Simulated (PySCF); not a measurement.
**fluorobenzene: calculation against experiment**

**Measured values to compare with.**

From NIST CCCBDB Release 22 (SRD 101), experimental dipoles, for the gas: dipole moment 1.6 D.

The runs below try to reproduce these values; the comparison stands at the end.

Fluorobenzene, C6H5F.
Numbering: `[F:1][c:2]1[cH:3][cH:4][cH:5][cH:6][cH:7]1` (hydrogens: H8 on C3; H9 on C4; H10 on C5; H11 on C6; H12 on C7)

Geometry (B3LYP/6-31+G*, Å), atoms numbered from 1 in this order:
```xyz
12
C6H5F angstrom
F     -2.2682   -1.5684    0.0779
C     -1.1272   -0.8253    0.0676
C      0.0970   -1.4840    0.0417
C      1.2642   -0.7131    0.0318
C      1.1917    0.6839    0.0474
C     -0.0563    1.3158    0.0730
C     -1.2338    0.5609    0.0833
H      0.1263   -2.5690    0.0300
H      2.2310   -1.2091    0.0119
H      2.1022    1.2766    0.0399
H     -0.1180    2.4007    0.0851
H     -2.2138    1.0272    0.1030
```

The PySCF runs (gas phase, on this B3LYP/6-31+G* geometry; no spin–orbit coupling):

| level | job | basis functions | wall time |
| --- | --- | --- | --- |
| B3LYP/6-31+G*, grid level 1 | geometry optimisation from a GFN2-xTB start | 136 | 19 s |

Hardware: one thread, Arm Neoverse V2 (aarch64), no GPU, on a shared host.

All basis functions are spherical.

**Comparison with experiment**

**Dipole moment.** Measured: 1.6 D (NIST CCCBDB Release 22 (SRD 101), experimental dipoles).

```csv
level,computed (D),computed − measured (D),% (from the printed values)
B3LYP/6-31+G*,1.75,+0.15,+9
```

The computed dipoles belong to one fixed geometry; measured ones are averaged over vibrations unless marked μe. Magnitudes are compared, not signs.

No measured geometry was used, and the causes of the misses weren't examined.
